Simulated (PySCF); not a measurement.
Numbering as in the mapped SMILES `[CH3:1][N@H+:2]([AlH3-:3])[CH:4]1[CH2:5][CH2:6]1`. Hydrogens are named by the atom that carries them. Ha(C5), Ha(C6) are cis to N2 on the ring; Hb(C5), Hb(C6) are trans to N2 on the ring.

Isolated molecule, one computed conformer, one averaged value for each set of equivalent atoms, non-relativistic. PBE0-D3(BJ)/def2-SVP geometry; NMR shieldings at KT3/pcSseg-1/GIAO; PySCF 2.14.0 with density-fitted response routines.

Chemical shifts δ = σref − σ; TMS for 13C (σ = 182.31 ppm), 1H (σ = 31.32 ppm); 15N (σ = 262.01 ppm) vs NH3; AlH4- for 27Al (σ = 502.40 ppm), all at this level.

```
 atoms  nucleus  count  δ (ppm)
 H(C1)       1H      3     2.54
    C5      13C      1     10.0
H(Al3)       1H      3     3.81
Ha(C6)       1H      1     0.22
    C1      13C      1     37.1
 H(N2)       1H      1        ?
    N2      15N      1     68.1
   Al3     27Al      1     67.4
    C6      13C      1        ?
    C4      13C      1     34.6
Ha(C5)       1H      1        ?
Hb(C6)       1H      1     0.64
 H(C4)       1H      1     2.11
Hb(C5)       1H      1        ?
```

Task: Estimate the values marked ?.

Result: 
- C6: 7.1 ppm, three-membered-ring carbon; carbons of three-membered rings are unusually shielded
- Hb(C5): 0.98 ppm, hydrogen on a three-membered-ring carbon; cyclopropane-type protons are shielded by the ring
- Ha(C5): 0.52 ppm, hydrogen on a three-membered-ring carbon; cyclopropane-type protons are shielded by the ring
- H(N2): 0.21 ppm, hydrogen on a donor nitrogen of a Lewis adduct; exchangeable, gas-phase position

Exchangeable OH/NH protons stand at their gas-phase positions; hydrogen bonding in a real sample shifts them, mostly to higher δ. Hydrides on Al or Ga are broadened by the quadrupolar metal nucleus. Shifts are as computed, not scaled to solution data. Of 1211 compounds with measured shifts, 218 miss one by over three times the rms of a fit or turn the order of signals round; such compounds aren't used in these exercises. Experimental scales use liquid or dissolved standards, which lie at an offset from isolated NH3 (liquid NH3: subtract about 20 ppm).
